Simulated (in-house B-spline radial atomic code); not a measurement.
Ce³⁺: [Kr] 4d9 4f1 5s2 5p6 6p1 (an excited or competing configuration)

All numbers are computed (Dirac-Hartree-Fock, average of configuration; Fermi nucleus of rms radius 4.8771 fm) with a B-spline radial code for spherical atoms, not measured.

Z_r = [3n² - l(l+1)]/(2<r>); Z_e = n√(-2ε); the last column is Slater's effective charge. Values are occupation-weighted means over j. An effective charge above Z reflects the relativistic contraction of the inner shells.

```tsv
shell	electrons	ε (eV)	<r> (bohr)	Z_r	Z_e	Slater
1s	2	-40722	0.02457	61.05	54.71	57.70
2s	2	-6664.8	0.1046	57.35	44.27	53.85
2p	6	-5979.6	0.09215	54.26	41.93	53.85
3s	2	-1514.6	0.277	48.74	31.65	46.75
3p	6	-1290.1	0.2751	45.44	29.21	46.75
3d	10	-964.61	0.2531	41.49	25.26	36.85
4s	2	-356.72	0.6335	37.88	20.48	30.25
4p	6	-279.47	0.6688	34.39	18.13	30.25
4d	9	-165.07	0.7349	28.57	13.93	19.20
5s	2	-82.551	1.473	25.47	12.32	12.25
5p	6	-59.182	1.648	22.15	10.43	12.25
4f	1	-50.87	0.9322	19.31	7.73	13.00
6p	1	-20.672	3.894	13.61	7.40	5.20
```

The least bound orbital is 6p3/2 at -20.49 eV, and it is also the most diffuse (<r> = 3.93 bohr). The part-filled 4d shell lies below the filled 5p shell in orbital energy.

Spin-orbit splittings of the orbital energies (j = l + 1/2 above j = l - 1/2 when positive): 2p 448.1 eV, 3p 90.22 eV, 3d 19.1 eV, 4p 19.77 eV, 4d 3.522 eV, 5p 3.437 eV, 4f 0.3405 eV, 6p 0.535 eV.

For the 1s electron the small component carries 4.61 % of the norm, the zero-frequency Breit interaction raises the level by 109.6 eV, self-energy by 63.97 eV, and vacuum polarisation lowers it by 9.53 eV.
